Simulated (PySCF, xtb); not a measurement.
Si(OMe)4 (C4H12O4Si), SMILES CO[Si](OC)(OC)OC.

GFN2-xTB run with xtb 6.7.1 at its own geometry gives an orbital gap of 9.16 eV and a dipole moment of 0.02 D.

Geometry: PBE0-D3(BJ)/def2-SVP. The isomer is the one that the SMILES or the coordinates give; other isomers of the formula were not compared. Other conformers were not sampled.

### Question
What does PBE/def2-SVP in PySCF give? (An estimate is asked for; the answer gives what the named calculation found.)

### Answer
gap 6.97 eV (levels -6.25 and 0.71 eV), dipole 0.00 D.
